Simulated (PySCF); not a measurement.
Gas-phase reaction: InCl3 + HCl ⇌ InH + 4 Cl

Energies from PySCF (xtb for GFN2), thermal terms from the rigid-rotor harmonic-oscillator model, ideal gas at 1 bar. † marks an energy on the PBE0/def2-TZVP geometry and frequencies; other levels use their own. Open shells (unrestricted): Cl (multiplicity 2); the rest are closed-shell singlets. GFN2 has no spin-polarisation term. Spin-orbit splitting is ignored; it lowers the true energy and changes the entropy of Cl. In: scalar-relativistic def2 core potential, no spin-orbit coupling. InH: computed as isolated molecules; such fragments, hydroxides, amides, oligomers or adducts are transient or little studied in the gas.

PBE0/def2-SVP† gives ΔH°(298 K) = 1134 kJ.

Question: What do ωB97M-V/def2-TZVP†, ωB97X-V/def2-TZVP†, GFN2-xTB give?

Answer: ωB97M-V/def2-TZVP†: 1171 kJ; ωB97X-V/def2-TZVP†: 1168 kJ; GFN2-xTB: 1092 kJ. For scale, ΔH°(298 K) is 1134 kJ at this level, 1171 kJ at ωB97M-V/def2-TZVP†, and runs from 862 to 1341 kJ over the 18 levels computed.
